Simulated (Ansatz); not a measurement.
CH4ClFOSi (`FC(Cl)O[SiH3]`), relaxed with RKS PBE-D4/def2-SVP in the Gaussian-basis code of Ansatz from a rough embedded geometry. The force threshold is 0.03 eV/Å; the program also tests the step.

Charge 0, multiplicity 1.

Start:

```xyz
9

F    -0.846   -0.864   -1.475
C    -0.206    0.300   -1.190
Cl    0.562    0.809   -2.675
O     0.760    0.066   -0.297
Si    0.301   -0.300    1.299
H    -0.938    1.076   -0.883
H    -0.301   -1.639    1.321
H     1.413   -0.201    2.206
H    -0.746    0.753    1.695
```

```csv
step,energy (eV),largest force (eV/Å),largest move (Å)
1,-26240.5503,1.521,0.000
2,-26240.7121,0.394,0.068
3,-26240.7359,0.138,0.062
4,-26240.7406,0.144,0.041
5,-26240.7446,0.126,0.075
6,-26240.7473,0.092,0.054
7,-26240.7508,0.038,0.065
8,-26240.7528,0.287,0.196
9,-26240.7572,0.095,0.015
10,-26240.7622,0.143,0.128
11,-26240.7661,0.089,0.077
12,-26240.7699,0.316,0.195
13,-26240.7832,0.219,0.068
14,-26240.8125,0.187,0.200
15,-26240.8318,0.330,0.200
16,-26240.8402,0.484,0.147
17,-26240.8641,0.261,0.155
18,-26240.8663,0.109,0.049
19,-26240.8674,0.019,0.037
```

End:

```xyz
9

F    -1.522    0.027   -1.059
C    -0.278    0.591   -1.185
Cl    0.710   -0.525   -2.253
O     0.296    0.780    0.020
Si    0.278   -0.386    1.286
H    -0.362    1.550   -1.735
H     0.503   -1.759    0.729
H     1.401    0.040    2.175
H    -1.026   -0.317    2.022
```

Run time 20 s (4 threads of an AMD EPYC 7B13 on a shared host); peak host memory 0.19 GiB.
